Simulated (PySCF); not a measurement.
trans-(1R,2R)-1-bromo-2-fluorocyclopropane (C₃H₄BrF), SMILES F[C@H]1[C@@H](C1)Br.

Geometry optimised at PBE0-D3(BJ)/def2-SVP.

Computed with SMD-PBE0/6-31G* in PySCF.

Solvation free energies are E(SMD) − E(gas) at the gas-phase geometry, for 1 M in both phases. Bromine has the revised SMD18 radius of 2.60 Å. In vacuum the dipole moment is 1.26 D.

Question: Rank water, acetone, ethylethanoate by solvation free energy, most negative first.

Answer: acetone (-6.3 kcal/mol), ethylethanoate (-5.7 kcal/mol), water (-2.4 kcal/mol)
